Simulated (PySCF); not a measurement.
SMILES CN(C)[SiH2][Al]([CH3])[CH3] at its GFN2-xTB optimised geometry (Å):

```
21

Si     1.0842    -0.8681     0.0000
N      0.4661    -1.6042     1.4510
C      0.6418    -3.0041     1.7243
C      0.3343    -0.8269     2.6459
Al    -0.0411     1.2920     0.0000
C     -1.9384     1.4686     0.5971
C      0.9890     2.8681    -0.6628
H      2.5857    -0.8681     0.0000
H      0.7966    -1.9154    -1.0124
H      1.5726    -3.2038     2.2725
H      0.6695    -3.5539     0.7879
H     -0.1923    -3.3772     2.3281
H      0.1212     0.2158     2.3786
H     -0.4894    -1.2063     3.2604
H      1.2463    -0.8395     3.2606
H     -2.5857     1.8652    -0.1957
H     -2.3748     0.5096     0.9045
H     -2.0591     2.1529     1.4477
H      1.9053     2.5722    -1.1903
H      1.3042     3.5539     0.1329
H      0.4071     3.4766    -1.3656
```

Calculation: PySCF with PBE0/def2-SVP. Cells within 0.4 Å of a nucleus heavier than hydrogen are left out (blank, or x).

Map of the log10 of the electron density (e/bohr³), floored at −4 on the plane z = 0.0 Å:

```
|0000000000000000000000000000000|
|0000000000000000000000000000000|
|0000000000000000011100000000000|
|0000000000000001233321000000000|
|0000000000000012455542100000000|
|0000000000000124567653200000000|
|0000000011112235679864210000000|
|0000001233333345788864310000000|
|0000012455544456788764310000000|
|0000023567665566777654210000000|
|0000024688877667776543200000000|
|000002468888779x866543100000000|
|00000245788877xx965532100000000|
|0000013467777689766543221000000|
|0000012456665667776654432000000|
|0000001344444567777666543100000|
|0000000223333456789777754200000|
|00000000111234567xx888864210000|
|000000000001235679x878764210000|
|0000000000002346677666653200000|
|0000000000001345666655432100000|
|0000000000001234555443321000000|
|0000000000000134454332110000000|
|0000000000000134554321000000000|
|0000000000000134554320000000000|
|0000000000000123444310000000000|
|0000000000000012333200000000000|
|0000000000000001121000000000000|
|0000000000000000000000000000000|
|0000000000000000000000000000000|
|0000000000000000000000000000000|
```
Scale: ten equal steps from -4.00 (start of '0') to -0.213 (end of '9'), in the order '0123456789'; x runs from -6.00 to 6.00, y from -6.00 (bottom) to 6.00 (top).
